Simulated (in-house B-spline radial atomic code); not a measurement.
Results of a calculation; reference values are marked as such.
# What the choice of pseudopotential does to G0W0 on PBE: Hg

All numbers come from a B-spline radial code for spherical atoms, non-relativistic (model numbers for so heavy an element), configuration [Xe] 4f14 5d10 6s2, open shells at high spin. Semilocal Troullier-Martins pseudo-atoms, one channel per l, are made with PBE or LDA for several valence sets and radii, with or without a model core, and set against the all-electron atom. One channel fits only the lowest state of its l, so a second state of that l is approximate. All electrons give 6s: PBE -5.293 eV, G0W0 -8.497 eV. Potentials are made in the ion's own configuration unless the neutral atom is named, and a smooth local potential serves every l without a channel. Potentials that miss their own reference levels by more than 6 millihartree, or need radii over 3.5 bohr, are left out. Columns give pseudo minus all-electron, in eV; a dash marks a level in the core or of low weight.

| valence | made with | radii (bohr) | model core (bohr) | 6s PBE | 6s G0W0 |
| --- | --- | --- | --- | --- | --- |
| 6s | PBE | s 2.28 p 3.12 | none | 0.00 | +0.29 |
| 6s | PBE | s 2.54 p 3.40 | none | 0.00 | +0.31 |
| 6s | PBE | s 2.03 p 2.77 | 2.50 | 0.00 | +0.26 |
| 6s | PBE | s 2.92 p 3.40 | 2.50 | 0.00 | +0.30 |
| 5d 6s | PBE | s 2.92 p 3.40 d 1.32 | none | 0.00 | -0.29 |
| 5d 6s | PBE | s 2.03 p 2.77 d 0.92 | 1.02 | 0.00 | -0.29 |
| 5d 6s | PBE | s 3.30 p 3.40 d 1.50 | 1.02 | 0.00 | -0.31 |
| 5p 5d 6s | PBE | s 2.03 p 0.78 d 0.92 | none | 0.00 | -0.67 |
| 5p 5d 6s | PBE | s 2.54 p 0.97 d 1.15 | 0.77 | 0.00 | -0.63 |
| 5p 5d 6s | PBE | s 3.30 p 1.26 d 1.50 | 0.77 | 0.00 | -0.78 |
| 5s 5p 5d 6s | PBE | s 1.04 p 1.11 d 1.32 | none | -0.10 | -0.13 |
| 5s 5p 4f 5d 6s | PBE | s 0.91 p 0.97 d 1.15 f 1.23 | none | -0.14 | -0.17 |
| 5s 5p 4f 5d 6s | PBE | s 1.04 p 1.11 d 1.32 f 1.41 | none | -0.10 | -0.11 |
| 5s 5p 4f 5d 6s | PBE | s 1.04 p 1.11 d 1.32 f 1.41 | 0.56 | -0.10 | -0.11 |

Q: How does the G0W0 shift of 6s, which all sets hold, depend on the valence set?

A: Mean size: 5s 5p 4f 5d 6s: 0.13 eV; 5s 5p 5d 6s: 0.13 eV; 6s: 0.29 eV; 5d 6s: 0.30 eV; 5p 5d 6s: 0.69 eV. A semicore state feels strong exchange with the other subshells of its n, so the gain is largest when that whole shell is in the valence. A larger valence set can do worse when it takes only part of a shell, whose exchange with the frozen rest is then left to the functional. The means mix radii and the functional used in making the potentials.
